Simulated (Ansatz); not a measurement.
Consider the formal exchange of groups at the Sn–B bond: `C[B]([SiH3])[SnH3]` + `CCOCF` → `CC[O][SnH3]` + `CB([SiH3])CF`.

Calculated with Ansatz (gas phase, PBE0-D4/def2-TZVP geometries, no zero-point term in ΔE). CCSD(T)/CBS is the MP2 limit (def2-TZVPP, def2-QZVPP) plus CCSD(T) − MP2 in def2-TZVPP, frozen cores. DFT in def2-TZVPP. def2 core potentials past Kr. For Sn outer-core shells are correlated without core-valence functions, which leaves a few kJ/mol of doubt a bond. Each species was taken in one conformer, which may not be the lowest.

| level | ΔE (eV) |
| --- | --- |
| B2PLYP | -0.58 |
| MP2/def2-TZVPP | -0.53 |
| SCS-MP2/def2-QZVPP | -0.60 |
| MP2/CBS(def2) | -0.59 |

(1) What does CCSD(T)/CBS give? (An estimate is asked.)

Largest T1 diagnostic among the species: 0.014.

## Answers

(1) Computed: -0.55 eV. The listed levels differ from it by -0.03, 0.02, -0.05, -0.04 eV.

In def2-TZVPP, CCSD(T) changes the Hartree–Fock value by +0.08 eV (the triples alone add +0.01 eV) and MP2 by +0.04 eV.
